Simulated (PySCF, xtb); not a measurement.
TaF₄, SMILES [F][Ta+]([F])([F])[F], charge +1, multiplicity 1.

Harmonic wavenumbers (cm⁻¹) from GFN2-xTB (xtb) at its own minimum, in rising order: 146, 146, 146, 175, 175, 491, 533, 533, 533.

**Question.** What does B3LYP-D3(BJ)/def2-SVP (PySCF 2.14.0) give at its own minimum? (An estimate is asked for; the answer gives what the named calculation found.)

**Answer.** 172, 172, 172, 192, 192, 787, 792, 792, 792. Paired by order, the mean absolute difference is 132 cm⁻¹ and the zero-point energies are 4.1 and 5.8 kcal/mol.
